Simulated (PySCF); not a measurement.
B2F4, charge +1, doublet, geometry from GFN2-xTB (a state made from the parent by changing its charge; the spin is typed, not shown lowest); PBE0/STO-3G run with PySCF.

Here is a job for PySCF.
```python
from pyscf import gto, scf, dft

mol = gto.Mole()
mol.atom = '''
    F    -1.526708   -0.947127    0.671788
    B    -0.979679   -0.056707   -0.049235
    F    -1.550747    0.768993   -0.826450
    B     0.979679    0.056707    0.049235
    F     1.625689   -0.731104   -0.708384
    F     1.451766    0.909237    0.863046
'''
mol.basis = 'sto-3g'
mol.charge = 1
mol.spin = 1
mol.verbose = 5
mol.build()

mf = dft.ROKS(mol)
mf.xc = 'pbe0'
mf.kernel()
mf.analyze()
```

It wrote (shortened):

```
PySCF version 2.14.0

[INPUT] verbose = 5
[INPUT] max_memory = 4000
[INPUT] num. atoms = 6
[INPUT] num. electrons = 45
[INPUT] charge = 1
[INPUT] spin (= nelec alpha-beta = 2S) = 1
[INPUT] symmetry False subgroup None
[INPUT] Mole.unit = angstrom
[INPUT] Symbol           X                Y                Z      unit          X                Y                Z       unit  Magmom
[...]
[INPUT] ---------------- BASIS SET ----------------
[INPUT] l, kappa, [nprim/nctr], expnt,             c_1 c_2 ...
[INPUT] B
[...]
                                8.8873622         0.53532814
                                2.405267          0.44463454
[...]
                                0.5198205         0.39951283
                                0.1690618         0.70011547
[...]
                                0.5198205         0.60768372
                                0.1690618         0.39195739
[INPUT] F
[...]
                                30.360812         0.53532814
                                8.2168207         0.44463454
[...]
                                1.5022812         0.39951283
                                0.4885885         0.70011547
[...]
                                1.5022812         0.60768372
                                0.4885885         0.39195739

nuclear repulsion = 203.013610152575
number of shells = 18
number of NR pGTOs = 90
number of NR cGTOs = 30
basis = sto-3g
ecp = {}

******** <class 'pyscf.dft.roks.ROKS'> ********
method = ROKS
initial guess = minao
damping factor = 0
level_shift factor = 0
DIIS = <class 'pyscf.scf.diis.CDIIS'>
diis_start_cycle = 1
diis_space = 8
diis_damp = 0
SCF conv_tol = 1e-09
SCF conv_tol_grad = None
SCF max_cycles = 50
direct_scf = True
direct_scf_tol = 1e-13
num. doubly occ = 22  num. singly occ = 1
XC library pyscf.dft.libxc version 7.1.2
    S. Lehtola, C. Steigemann, M. J. T. Oliveira, and M. A. L. Marques,  SoftwareX 7, 1–5 (2018)
XC functionals = pbe0
    C. Adamo and V. Barone,  J. Chem. Phys. 110, 6158 (1999)
    M. Ernzerhof and G. E. Scuseria,  J. Chem. Phys. 110, 5029 (1999)
radial grids:
    Treutler-Ahlrichs [JCP 102, 346 (1995); DOI:10.1063/1.469408] (M4) radial grids

becke partition: Becke, JCP 88, 2547 (1988); DOI:10.1063/1.454033
pruning grids: <function nwchem_prune>
grids dens level: 3
symmetrized grids: False
atomic radii adjust function: <function treutler_atomic_radii_adjust>
small_rho_cutoff = 0
Set gradient conv threshold to 3.16228e-05
atom F rad-grids = 75, ang-grids = [ 50  50  50  50  50  50  50  50  50  50  50  50  50  50  50  50  50  50
  50  50  50  50  86  86  86  86  86  86  86  86  86 266 266 266 266 266
 266 302 302 302 302 302 302 302 302 302 302 302 302 302 302 302 302 302
 302 302 266 266 266 266 266 266 266 266 266 266 266 266 266 266 266 266
 266 266 266]
atom B rad-grids = 75, ang-grids = [ 50  50  50  50  50  50  50  50  50  50  50  50  50  50  50  50  50  50
  50  50  50  50  50  86  86  86  86  86  86  86  86  86 266 266 266 266
 266 266 266 302 302 302 302 302 302 302 302 302 302 302 302 302 302 302
 302 302 302 302 266 266 266 266 266 266 266 266 266 266 266 266 266 266
 266 266 266]
tot_boxes 2016, boxes in each direction [12 10 10]
Padding 4 grids
tot grids = 85144
nelec by numeric integration = [22.64797249 22.64797249]
E1 = -1013.2094647012095  E2 = 366.98547811811244  Ecoul = 416.3084898817028  Exc = -49.323011763590365
init E= -443.210376430522
cond(S) = 6.034015318565972
[...]
                  Roothaan           | alpha              | beta
  Highest 2-occ = -0.520850241379631 |  -0.52085024137963 |  -0.52085024137963
  Lowest 0-occ =  -0.00243900701613864 | -0.00243900701613282 | -0.00243900701613282
  1-occ =          -0.29894575314667 | -0.298945753146668 | -0.298945753146668
  Roothaan mo_energy =
[-2.48772403e+01 -2.48772341e+01 -2.48770893e+01 -2.48770788e+01
 -6.64002409e+00 -6.63930872e+00 -1.46750649e+00 -1.45773553e+00
 -1.41509027e+00 -1.41473439e+00 -7.07900226e-01 -6.87018778e-01
[...]
converged SCF energy = -442.213941927564
Total Energy =                        -442.213941927564235
[...]
1 B 2px          0.00034  -0.00010   0.35008  -0.04374  -0.04554
1 B 2py         -0.01733   0.01502   0.02026   0.32796   0.44763
1 B 2pz          0.01309  -0.01517   0.01759   0.49251   0.39063
2 F 1s          -0.00026   0.00026   0.00086  -0.00041   0.00044
2 F 2s          -0.01246   0.01243  -0.01431   0.02102  -0.02226
2 F 2px         -0.35505   0.36115  -0.37746   0.06954  -0.03124
2 F 2py         -0.25508   0.30173  -0.00517  -0.18966  -0.15517
2 F 2pz          0.22978  -0.18395  -0.03336  -0.18092  -0.21663
3 B 1s          -0.00000  -0.00000  -0.00590   0.00000  -0.00000
3 B 2s           0.00001   0.00001   0.29841  -0.00000   0.00000
3 B 2px          0.00168   0.00157  -0.35009  -0.00364  -0.00837
3 B 2py         -0.01700  -0.01388  -0.02026  -0.35191   0.46643
3 B 2pz         -0.01417  -0.01547  -0.01760   0.47768  -0.37070
4 F 1s           0.00027   0.00025   0.00086  -0.00041  -0.00044
4 F 2s           0.01275   0.01214  -0.01431   0.02102   0.02226
4 F 2px         -0.33810  -0.33314   0.37890  -0.05205  -0.05181
4 F 2py         -0.24912  -0.28570   0.00591   0.19850  -0.16558
4 F 2pz         -0.28091  -0.22660   0.00384  -0.17727   0.20466
5 F 1s          -0.00027  -0.00025   0.00086   0.00041   0.00044
5 F 2s          -0.01275  -0.01214  -0.01431  -0.02102  -0.02226
5 F 2px          0.39086   0.38476   0.37552   0.04631   0.04981
5 F 2py         -0.20689  -0.24414   0.03777   0.20420  -0.15969
5 F 2pz         -0.24431  -0.19052   0.03409  -0.17233   0.20976
               #26       #27       #28       #29       #30
0 F 1s           0.00200   0.00321  -0.00272  -0.00324  -0.00326
0 F 2s          -0.07228  -0.14125   0.12583   0.15756   0.15810
0 F 2px         -0.15503   0.00250  -0.04635   0.15937   0.16094
0 F 2py         -0.08639  -0.19219   0.17585   0.15143   0.11384
0 F 2pz          0.05971   0.16776  -0.15795  -0.07670  -0.11996
1 B 1s          -0.01503  -0.00922   0.00477   0.00000   0.00000
1 B 2s           0.56183   0.41510  -0.22088  -0.00000  -0.00000
1 B 2px          0.32084  -0.39578   0.54923   0.00203  -0.01380
1 B 2py          0.01857  -0.02291   0.03179   0.36300   0.50144
1 B 2pz          0.01612  -0.01989   0.02760  -0.45844  -0.30302
2 F 1s           0.00200   0.00321  -0.00272   0.00324   0.00326
2 F 2s          -0.07228  -0.14125   0.12583  -0.15756  -0.15810
2 F 2px         -0.15719  -0.00288  -0.04135  -0.16727  -0.16017
2 F 2py          0.06832   0.19217  -0.18092   0.13252   0.09525
2 F 2pz         -0.07540  -0.16778   0.15354  -0.09312  -0.13610
3 B 1s           0.01503  -0.00922  -0.00478  -0.00000   0.00000
3 B 2s          -0.56183   0.41508   0.22092   0.00000  -0.00000
3 B 2px          0.32084   0.39572   0.54927  -0.04348   0.04444
3 B 2py          0.01857   0.02290   0.03179   0.33995  -0.48597
3 B 2pz          0.01613   0.01988   0.02760   0.47374  -0.32458
4 F 1s          -0.00200   0.00321   0.00272  -0.00324   0.00326
4 F 2s           0.07228  -0.14124  -0.12584   0.15755  -0.15811
4 F 2px         -0.16395   0.01967  -0.02577  -0.17584   0.17290
4 F 2py          0.06490  -0.18367  -0.17307   0.12817  -0.08883
4 F 2pz          0.06300  -0.17594  -0.16557   0.08279  -0.12439
5 F 1s          -0.00200   0.00321   0.00272   0.00324  -0.00326
5 F 2s           0.07228  -0.14123  -0.12584  -0.15755   0.15811
5 F 2px         -0.14827  -0.01928  -0.06193   0.15077  -0.14823
5 F 2py         -0.08297   0.18369   0.16799   0.14708  -0.10742
5 F 2pz         -0.07870   0.17596   0.16117   0.09921  -0.14053
 ** Mulliken pop on meta-lowdin orthogonal AOs  **
 ** Mulliken pop  **
[...]
 ** Mulliken atomic charges  **
charge of    0F =      0.14974
charge of    1B =      0.20052
charge of    2F =      0.14974
charge of    3B =      0.20052
charge of    4F =      0.14974
charge of    5F =      0.14973

WARN: System has nonzero charge 1; the dipole moment is origin-dependent.
Location of origin: [0. 0. 0.]

Dipole moment(X, Y, Z, Debye): -0.00009, -0.00004, -0.00004
```
